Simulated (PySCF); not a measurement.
Compound: SiMe2(NEt2)2, C10H26N2Si.
Structure used (PBE0-D3(BJ)/def2-SVP), in Å, numbered top down from 1:
```xyz
39
C10H26N2Si angstrom
Si     0.829   -0.003    0.597
C      0.826   -0.095    2.476
H      1.446   -0.921    2.858
H     -0.190   -0.214    2.885
H      1.240    0.844    2.877
C      2.610    0.090    0.001
H      2.675    0.218   -1.090
H      3.123   -0.850    0.259
H      3.169    0.914    0.475
N      0.003    1.407   -0.017
C     -1.432    1.522    0.147
C     -1.864    2.388    1.325
C      0.655    2.533   -0.649
C      0.556    2.531   -2.170
H     -1.848    0.507    0.267
H     -1.886    1.916   -0.782
H     -1.501    1.966    2.275
H     -1.467    3.412    1.243
H     -2.962    2.462    1.380
H      0.233    3.479   -0.257
H      1.717    2.554   -0.359
H      1.066    1.651   -2.593
H     -0.493    2.499   -2.503
H      1.016    3.434   -2.603
N     -0.009   -1.414    0.004
C     -0.275   -1.538   -1.415
C      0.707   -2.434   -2.161
C     -0.446   -2.521    0.827
C     -1.924   -2.471    1.196
H     -0.257   -0.528   -1.858
H     -1.306   -1.910   -1.575
H      1.730   -2.034   -2.092
H      0.720   -3.455   -1.746
H      0.441   -2.512   -3.227
H     -0.232   -3.476    0.311
H      0.154   -2.555    1.750
H     -2.144   -1.585    1.812
H     -2.560   -2.417    0.298
H     -2.225   -3.365    1.765
```

Theory: TDDFT PBE0/def2-SVPD, vertical, gas phase, core orbitals frozen in the response (PySCF 2.14.0, density-fitted response routines).

Kohn–Sham orbitals with the atoms that hold most of them (Löwdin shares over 4%, at most four atoms; ? is withheld):

| orbital | ε (eV) | atoms |
| --- | --- | --- |
| LUMO+2 | 0.99 | C27 11%, C12 11%, H17 5%, H22 5% |
| LUMO+1 | 0.97 | H16 6%, H31 6%, H38 5%, C6 5% |
| LUMO | 0.49 | ? |
| HOMO | ? | N10 28%, N25 27%, Si1 4% |
| HOMO-1 | -6.09 | ? |
| HOMO-2 | -8.51 | C2 24%, C6 24%, Si1 19%, H4 5% |
| HOMO-3 | -8.62 | Si1 10%, N10 8%, N25 8%, C6 7% |

(1) Which atoms hold the LUMO, and with what shares?

(2) Which atoms hold the HOMO-1, and with what shares?

(3) What is the HOMO energy, and the HOMO–LUMO gap?

## Answers

(1) C2 (bonded to Si and 3 H) 6%; C6 (bonded to Si and 3 H) 6%; C29 (bonded to C and 3 H) 5%; C14 (bonded to C and 3 H) 5%.

(2) N25 (bonded to 2 C and Si) 28%; N10 (bonded to 2 C and Si) 27%; Si1 (bonded to 2 C and 2 N) 6%; C26 (bonded to C, N and 2 H) 4%. By element: nitrogen 55%, silicon 6%, carbon 4% or more.

(3) ε(HOMO) = -5.85 eV; the gap is 6.34 eV (0.2330 hartree).

Question: How does S1 compare with the orbital gap of 6.34 eV?

Answer: S1 is at 5.42 eV (f = 0.046), 0.92 eV below the gap, made of HOMO→LUMO (96%). Without the coupling terms of the response equations the lowest excitation would equal the gap.

Question: One configuration dominates each of S1 and S2. Which, and how do the shares of the two leading atoms of either orbital change from the occupied to the empty one?

Answer: 
- S1 (5.42 eV, f 0.046), HOMO→LUMO (96%): N10 28% → at most 6%, N25 27% → at most 6%, C2 at most 4% → 6%, C6 at most 4% → 6%
- S2 (5.63 eV, f 0.0007), HOMO-1→LUMO (87%): N25 28% → at most 6%, N10 27% → at most 6%, C2 at most 5% → 6%, C6 at most 5% → 6%

Löwdin shares depend on the basis, the more so with diffuse functions.

One conformer stands for the species.

Without π bonds the low states are Rydberg-like; a valence basis with one diffuse set may place them up to an eV too high.
